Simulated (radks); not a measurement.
Results of a calculation; reference values are marked as such.
Task: The mean radii <r> (bohr) of the occupied orbitals of an atom or ion are listed with their occupations. Code: a radial shooting solver on a logarithmic mesh with Libxc functionals. Model: scalar-relativistic Kohn-Sham, PBE, spin-polarised, spherical densities, point nucleus.

orbital  occ.      <r>
1s up       1  0.03706
1s down     1  0.03706
2s up       1   0.1625
2s down     1   0.1625
2p up       3   0.1416
2p down     3   0.1416
3s up       1   0.4554
3s down     1   0.4551
3p up       3   0.4577
3p down     3   0.4572
3d up       5   0.4431
3d down     5   0.4422
4s up       1    1.056

Name the element and its charge. Open shells, if any, are filled with parallel spins first.

Result: Z = 40, zirconium, charge +11: Zr11+ in [Ar] 3d10 4s1. The 1s radius gives Z: for a bare nucleus <r> = (2 gamma + 1)/(2Z) with gamma = sqrt(1 - (Z/c)^2), 0.03641 bohr for Z = 40, and screening makes it slightly larger (0.03706 here). The occupations add up to 29, and the charge is Z minus that.
